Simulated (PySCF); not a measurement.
Job file and geometry (Å, from GFN2-xTB) of an NMR shielding run on SMILES [Si@@H](C[SiH2]N([SiH3])[SiH3])([SiH3])Cl, CH₁₄ClNSi₅, GIAO PBE0/pcSseg-1 NMR shielding, non-relativistic, gas phase in PySCF 2.14.0, density-fitted response routines; density fitting, a coarse starting grid and PySCF grid level 2 are the driver's defaults:

```
$ OMP_NUM_THREADS=1 python probes_run.py task.json out

{"job": {"kind": "nmr", "xc": "PBE0", "basis": "pcSseg-1"}, "charge": 0, "multiplicity": 1}
Si    -1.166081    -1.220212     1.601979
N     -1.487941     0.151472     0.579340
Si    -2.745615    -0.011683    -0.617583
Si    -0.429782     1.535802     0.495468
C      0.632020     1.470674    -1.077425
Si     1.517708    -0.188154    -1.369261
Si     2.887675    -0.847511     0.378891
Cl     2.609804     0.048606    -3.086826
H     -0.677716    -2.338028     0.784068
H     -0.156001    -0.822145     2.578039
H     -2.418583    -1.591117     2.266371
H     -3.864400    -0.722362    -0.001537
H     -2.244663    -0.768309    -1.770695
H     -3.142742     1.332518    -1.030143
H     -1.272132     2.738291     0.499486
H      0.420017     1.512407     1.687758
H     -0.004423     1.689498    -1.936313
H      1.366348     2.276342    -1.035280
H      0.518010    -1.198084    -1.751250
H      4.289709    -1.026501    -0.016934
H      2.457397    -2.129828     0.944894
H      2.900981     0.127710     1.475320
```

**Question.** Write the output of this run.

**Answer.** 
```
coarse grid: 20576 points
cycle   1  E = -2007.9662453942  dE =  2.964e-01  |g| = 5.799e-01  |ddm| = 4.255e+00
cycle   2  E = -2007.8972740961  dE =  6.897e-02  |g| = 7.919e-01  |ddm| = 1.228e+00
cycle   3  E = -2008.0395786765  dE = -1.423e-01  |g| = 1.106e-01  |ddm| = 8.174e-01
cycle   4  E = -2008.0421468226  dE = -2.568e-03  |g| = 3.569e-02  |ddm| = 1.424e-01
cycle   5  E = -2008.0424450394  dE = -2.982e-04  |g| = 8.453e-03  |ddm| = 4.265e-02
cycle   6  E = -2008.0424626571  dE = -1.762e-05  |g| = 2.455e-03  |ddm| = 1.283e-02
cycle   7  E = -2008.0424640556  dE = -1.399e-06  |g| = 6.023e-04  |ddm| = 3.457e-03
final grid: 168784 points
cycle   8  E = -2008.0811063364  dE = -3.736e-05  |g| = 6.081e-03  |ddm| = 3.312e-02
cycle   9  E = -2008.0810988701  dE =  7.466e-06  |g| = 8.085e-03  |ddm| = 1.236e-02
cycle  10  E = -2008.0811136981  dE = -1.483e-05  |g| = 1.028e-03  |ddm| = 7.780e-03
cycle  11  E = -2008.0811138768  dE = -1.787e-07  |g| = 3.589e-04  |ddm| = 1.183e-03
cycle  12  E = -2008.0811139073  dE = -3.051e-08  |g| = 6.140e-05  |ddm| = 3.747e-04
cycle  13  E = -2008.0811139082  dE = -8.727e-10  |g| = 2.190e-05  |ddm| = 9.742e-05
converged SCF energy = -2008.0811139082

GIAO shielding tensors (ppm)
atom      isotropic    diamagn.    paramagn.     s11        s22        s33       span
  0 Si     391.698     881.433    -489.735    340.543    363.460    471.090    130.547
  1 N      264.960     334.361     -69.401    245.207    259.874    289.799     44.592
  2 Si     398.087     881.009    -482.922    358.251    362.650    473.359    115.108
  3 Si     367.868     882.389    -514.521    327.473    347.413    428.718    101.245
  4 C      175.077     261.761     -86.684    149.306    182.992    192.933     43.628
  5 Si     351.504     879.177    -527.673    291.793    359.886    402.832    111.039
  6 Si     462.394     880.822    -418.428    439.686    465.154    482.342     42.655
  7 Cl     973.264    1147.770    -174.506    904.799    987.682   1027.311    122.512
  8 H       26.991      31.580      -4.588     23.433     26.023     31.518      8.085
  9 H       27.008      31.343      -4.335     24.044     26.159     30.822      6.778
 10 H       26.880      29.871      -2.992     22.910     24.843     32.886      9.976
 11 H       26.999      29.392      -2.393     23.227     25.013     32.756      9.529
 12 H       26.880      30.822      -3.941     22.665     26.455     31.520      8.856
 13 H       26.976      29.827      -2.851     23.544     25.367     32.016      8.472
 14 H       26.570      30.574      -4.004     22.330     25.083     32.298      9.968
 15 H       26.710      32.185      -5.475     24.111     25.369     30.652      6.541
 16 H       30.470      33.352      -2.882     26.397     29.571     35.441      9.044
 17 H       31.565      31.867      -0.302     26.958     29.622     38.115     11.158
 18 H       26.004      31.395      -5.391     21.813     25.713     30.485      8.672
 19 H       28.041      28.837      -0.797     24.040     26.167     33.915      9.876
 20 H       28.071      29.886      -1.815     24.530     26.648     33.034      8.504
 21 H       27.989      30.271      -2.282     24.214     27.211     32.541      8.326
```

Size and cost of the density-fitted run: 248 basis functions, 33 s wall time on 1 thread of an AMD EPYC 9R45 96-Core, shared host; peak memory 1.1 GiB.
